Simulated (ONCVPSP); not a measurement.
**Pseudopotential generation for Si: ONCV, PBEsol, scalar-relativistic.**

- Element: Si
- Generator: ONCVPSP 4.0.1
- Type: optimised norm-conserving Vanderbilt (ONCV)
- Functional: PBEsol
- Relativity: scalar-relativistic
- Frozen core: [Ne]
- Valence charge: 4
- Reference configuration: 3s2 3p1 (charge +1)
- Partial waves: 3s: rc 1.65 bohr, ncon 4, nbas 7, qcut 3.1 1/bohr, 2 projectors, debl 2.3 Ha; 3p: rc 1.60 bohr, ncon 3, nbas 7, qcut 5.4 1/bohr, 2 projectors, debl 1.2 Ha
- Local potential: polynomial inside 1.10 bohr (lpopt 5, dvloc0 0 Ha)
- Core correction: none

What the tests gave:

| Property | Result |
| --- | --- |
| Cutoffs needed | 23 Ha and 40 Ha (the cutoffs (Ha) at which the residual kinetic energy of the hardest occupied pseudo-wave falls to 1 and 0.1 mHa per electron) |
| Ghost test | no bound ghost flagged; GHOST(+) flagged for s at 111.8 eV |
| Largest excitation error | +54 meV (all-electron minus pseudo) for 3s1 3p0, out of 4 test configurations |

Generation and tests took about 2 s on one core of a shared server CPU.
